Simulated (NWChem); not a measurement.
# C₂H₅FSi₂; SMILES FC1=C[SiH2][SiH2]1

```xyz
10

F      0.3678    -2.3265     0.0000
C      0.2606    -0.9831     0.0000
C      1.3199    -0.1439     0.0000
Si     0.5019     1.5515     0.0000
Si    -1.3200     0.0729     0.0000
H      2.3559    -0.4793     0.0000
H      0.7549     2.3864     1.2064
H      0.7549     2.3864    -1.2064
H     -2.1752    -0.0924     1.2071
H     -2.1752    -0.0924    -1.2071
```
Atoms are numbered in this order, from 1.

Computed with NWChem. Pople sets run with spherical d functions. Structure relaxed at the B3LYP/6-31G* (spherical d) level. Core excitations by TDA in a window of 1s orbitals, non-relativistic and unshifted: absolute energies depend strongly on the exact-exchange share.

For level F K edge, BHandHLYP/6-311G**:

- first 1s excitation (eV): 685.1
- dipole oscillator strength of the first: 0.0101
- first state with f > 0.002 (eV): 685.1
- dipole oscillator strength of that state: 0.0101

Question: What are these values for level F K edge, PBE/6-311G**?

Answer: 
- first 1s excitation (eV) = 658.8
- dipole oscillator strength of the first = 0.0060
- first state with f > 0.002 (eV) = 658.8
- dipole oscillator strength of that state = 0.0060
